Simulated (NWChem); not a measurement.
System meant: trimethylboroxine (C3H9B3O3); SMILES O1B(C)OB(C)OB1C

NWChem input:

```
start job
memory heap 200 mb stack 900 mb global 1100 mb
geometry units angstroms noautoz
  C     -2.929113     0.283852    -0.006793
  B     -1.373185     0.128449    -0.016441
  O     -0.781807    -1.115294    -0.011382
  B      0.588296    -1.266611     0.005424
  C      1.222247    -2.695970     0.002873
  O      1.370078    -0.132600     0.016580
  B      0.816116     1.129085     0.011528
  C      1.711838     2.410720     0.005091
  O     -0.557257     1.238788    -0.004943
  H     -3.443433    -0.617336    -0.367918
  H     -3.254568     1.158343    -0.589125
  H     -3.262127     0.458811     1.031587
  H      0.965701    -3.213536    -0.936897
  H      0.792967    -3.309605     0.811070
  H      2.315383    -2.677981     0.104198
  H      1.336862     3.158966     0.720352
  H      2.766574     2.192851     0.219678
  H      1.656936     2.886020    -0.989636
end
basis spherical
  * library def2-svp
end
dft
  xc b3lyp
  iterations 4
  semidirect filesize 400000000
  mulliken
end
task dft energy
```

End of the output:

```
    Atom       Charge   Shell Charges
 -----------   ------   -------------------------------------------------------
    1 C    6     6.12   1.96  0.57  0.31  1.91  1.32  0.05
    2 B    5     5.10   1.96  0.49  0.19  1.42  0.61  0.44
    3 O    8     7.93   1.97  0.85  0.52  2.74  1.83  0.02
    4 B    5     5.10   1.96  0.49  0.19  1.41  0.61  0.44
    5 C    6     6.12   1.96  0.57  0.31  1.91  1.32  0.05
    6 O    8     7.93   1.97  0.85  0.52  2.74  1.82  0.02
    7 B    5     5.10   1.96  0.49  0.19  1.41  0.61  0.44
    8 C    6     6.12   1.96  0.57  0.31  1.91  1.32  0.05
    9 O    8     7.93   1.97  0.85  0.52  2.74  1.83  0.02
   10 H    1     0.96   0.63  0.26  0.07
   11 H    1     0.95   0.63  0.26  0.07
   12 H    1     0.94   0.62  0.26  0.07
   13 H    1     0.95   0.62  0.26  0.07
   14 H    1     0.95   0.62  0.26  0.07
   15 H    1     0.96   0.63  0.26  0.07
   16 H    1     0.95   0.62  0.26  0.07
   17 H    1     0.96   0.63  0.26  0.07
   18 H    1     0.94   0.62  0.26  0.07

 center of mass
 --------------
 x =   0.00275491 y =  -0.00079639 z =  -0.00003142

 moments of inertia (a.u.)
 ------------------
        1046.790673057403           0.000000000000          -0.000000000000
           0.000000000000        1035.644316209784          -0.000000000001
          -0.000000000000          -0.000000000001        2048.977474511204

     Multipole analysis of the density
     ---------------------------------

     L   x y z        total         alpha         beta         nuclear
     -   - - -        -----         -----         ----         -------
     0   0 0 0     -0.000000    -33.000000    -33.000000     66.000000

     1   1 0 0     -0.034573     -0.017287     -0.017287     -0.000000
     1   0 1 0      0.010205      0.005103      0.005103      0.000000
     1   0 0 1     -0.000035     -0.000017     -0.000017      0.000000

     2   2 0 0    -40.651070   -318.692697   -318.692697    596.734325
     2   1 1 0      0.001234      0.000935      0.000935     -0.000636
     2   1 0 1     -0.273770      0.281835      0.281835     -0.837439
     2   0 2 0    -40.080035   -322.350152   -322.350152    604.620270
     2   0 1 1     -0.031075      0.034419      0.034419     -0.099913
     2   0 0 2    -37.667574    -27.127881    -27.127881     16.588187

 ------------------------------------------------------------------------
 dft energy failed                                                                                  0
 ------------------------------------------------------------------------
 ------------------------------------------------------------------------
  current input line :
    32: task dft energy
 ------------------------------------------------------------------------
 ------------------------------------------------------------------------
 This type of error is most commonly associated with calculations not reaching convergence criteria
 ------------------------------------------------------------------------
 For more information see the NWChem manual at https://nwchemgit.github.io

0:dft energy failed:Received an Error in Communication
```

### Question
Find the fault in this run and fix the input.

### Answer
The run did not converge; its last values are not results. Cause: the SCF was allowed too few iterations. This input runs:
```
start job
memory heap 200 mb stack 900 mb global 1100 mb
geometry units angstroms noautoz
  C     -2.929113     0.283852    -0.006793
  B     -1.373185     0.128449    -0.016441
  O     -0.781807    -1.115294    -0.011382
  B      0.588296    -1.266611     0.005424
  C      1.222247    -2.695970     0.002873
  O      1.370078    -0.132600     0.016580
  B      0.816116     1.129085     0.011528
  C      1.711838     2.410720     0.005091
  O     -0.557257     1.238788    -0.004943
  H     -3.443433    -0.617336    -0.367918
  H     -3.254568     1.158343    -0.589125
  H     -3.262127     0.458811     1.031587
  H      0.965701    -3.213536    -0.936897
  H      0.792967    -3.309605     0.811070
  H      2.315383    -2.677981     0.104198
  H      1.336862     3.158966     0.720352
  H      2.766574     2.192851     0.219678
  H      1.656936     2.886020    -0.989636
end
basis spherical
  * library def2-svp
end
dft
  xc b3lyp
  iterations 150
  semidirect filesize 400000000
  mulliken
end
task dft energy
```
It converges to -420.01528 Ha (B3LYP/def2-SVP).
